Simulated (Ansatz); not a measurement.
[Cu(NH3)2]+ (CuN₂H₆⁺): single points at one geometry.

```yaml
crystal:
  periodic: [false, false, false]
  atoms:
    - {symbol: Cu, position_ang: [0.000008, -0.000004, -0.000001]}
    - {symbol: N, position_ang: [-0.003651, -0.014214, 1.923649]}
    - {symbol: H, position_ang: [-0.420314, 0.827993, 2.313844]}
    - {symbol: H, position_ang: [0.935428, -0.079390, 2.309727]}
    - {symbol: H, position_ang: [-0.528264, -0.799764, 2.301622]}
    - {symbol: N, position_ang: [0.003651, 0.014211, -1.923646]}
    - {symbol: H, position_ang: [-0.937497, 0.018215, -2.310164]}
    - {symbol: H, position_ang: [0.474319, -0.799195, -2.313537]}
    - {symbol: H, position_ang: [0.476309, 0.832137, -2.301483]}
basis:
  gaussian: {orbitals: def2-TZVP, initial_orbitals: start.molden}
total_charge: 1
hamiltonian: {xc: {name: B2PLYP}}
correlation: {frozen_orbitals: {Cu: 9, H: 0, "N": 1}}
scf: {omitted_lower_state_checks: [starts]}
```

The file start.molden holds the orbitals of an earlier run on this structure, at another level or in another basis.

```sh
$ ansatz run in.yaml --threads 2 --pin off --events-out ev --progress --plain --max-ram 4352MiB
```

Shortened log:

```
Functional definition: B2PLYP
1167 factors; integrals over basis functions are off by at most 1.1e-3 eV
mean field evaluation 1: about -47697.5955 eV, gradient 9.2e0 eV
mean field evaluation 2: about -47697.6981 eV, gradient 2.1e-1 eV
mean field evaluation 4: about -47697.8230 eV, gradient 1.9e-3 eV
mean field evaluation 8: about -47697.8230 eV, gradient 1.2e-6 eV
mean field -47697.82297245 eV, -1752.8626634918 hartree, gradient 1.3e-6 eV, S^2 0.000000; 0 other end points of the search recorded, 0 dependent functions left out
11 core orbitals not correlated: weight in the atoms' cores, before any rotation towards them, 1.000 or more for the frozen orbitals, at most 0.000 for the correlated occupied ones
reference -47697.82312497 eV, -1752.8626690969 hartree; 13, 13 occupied and 119, 119 virtual orbitals, 1167 factors
second order -29.38446973 eV of doubles, -0.00000000 eV of singles
Total energy: -47705.75693180 eV, -1753.1542311201 hartree
Checks for a lower state left out: starts
```

Hardware: 2 threads of Intel Xeon Platinum 8259CL on a shared host. Wall time 6.5 s.

As the first input, with `gaussian: {orbitals: 6-31G}`, `hamiltonian: {xc: {name: B3LYP}, dispersion: d4}`, `output: {orbitals: {seedname: orbitals}}` and without the key `correlation` (abridged; 2.2 s):

```
Functional definition: B3LYP
mean field evaluation 16: about -47707.0529 eV, gradient 7.4e-5 eV
mean field -47707.05290253 eV, -1753.2018571659 hartree, gradient 7.4e-5 eV, S^2 0.000000
Total energy: -47707.21162949 eV, -1753.2076902744 hartree
Checks for a lower state left out: starts
```

The first input with `hamiltonian: {xc: {name: B97M-V}}`, `output: {orbitals: {seedname: orbitals}}` and without the key `correlation` (abridged; 9 s):

```
Functional definition: B97M-V
mean field -47706.64022248 eV, -1753.1866914540 hartree, gradient 1.8e-5 eV, S^2 0.000000
Total energy: -47706.64029808 eV, -1753.1866942321 hartree
Checks for a lower state left out: starts
```

As the first input, with `hamiltonian: {xc: r2scan, dispersion: d4}`, `output: {orbitals: {seedname: orbitals}}` and without the key `correlation` (abridged; 4.2 s):

```
Functional definition: r2SCAN
mean field -47714.37227289 eV, -1753.4708390655 hartree, gradient 1.3e-5 eV, S^2 0.000000
Total energy: -47714.39600595 eV, -1753.4717112393 hartree
Checks for a lower state left out: starts
```

First input, but with `gaussian: {orbitals: def2-SVP, initial_orbitals: start.molden}`, `hamiltonian: {xc: pbe0, dispersion: d4}`, `output: {orbitals: {seedname: orbitals}}` and without the key `correlation` (abridged; 2.7 s):

```
Functional definition: PBE0
mean field -47696.19878480 eV, -1752.8029756968 hartree, gradient 4.1e-5 eV, S^2 0.000000
Total energy: -47696.28078811 eV, -1752.8059892629 hartree
Checks for a lower state left out: starts
```

The first input with `hamiltonian: {xc: {name: r2SCANh}, dispersion: d4}`, `output: {orbitals: {seedname: orbitals}}` and without the key `correlation` (abridged; 5.5 s):

```
Functional definition: r2SCANh
mean field -47713.61255900 eV, -1753.4429200950 hartree, gradient 9.1e-6 eV, S^2 0.000000
Total energy: -47713.63781859 eV, -1753.4438483680 hartree
Checks for a lower state left out: starts
```

First input, but with `hamiltonian: {xc: {name: B3LYP}, dispersion: d4}`, `output: {forces: true, orbitals: {seedname: orbitals}}` and without the key `correlation` (abridged; 5.5 s):

```
Functional definition: B3LYP
mean field -47718.01093071 eV, -1753.6045572740 hartree, gradient 7.6e-6 eV, S^2 0.000000
Total energy: -47718.16966971 eV, -1753.6103908247 hartree
Atom 0 force     0.000000    -0.000001     0.000057 eV/Å
Atom 1 force    -0.000175    -0.000804     0.113167 eV/Å
Atom 2 force    -0.022676     0.045878     0.014654 eV/Å
Atom 3 force     0.051106    -0.003497     0.014415 eV/Å
Atom 4 force    -0.028550    -0.042730     0.014000 eV/Å
Atom 5 force     0.000202     0.000768    -0.113192 eV/Å
Atom 6 force    -0.051254     0.000184    -0.014466 eV/Å
Atom 7 force     0.025601    -0.044322    -0.014632 eV/Å
Atom 8 force     0.025747     0.044524    -0.014003 eV/Å
Dipole moment:    -0.000007     0.000002    -0.000000 e Å
Checks for a lower state left out: starts
```

Geometry: PBE0-D4/def2-TZVP.

The 6-31G sets use Cartesian d functions. B3LYP takes the VWN-RPA correlation. Correlated methods freeze 11 core orbitals.
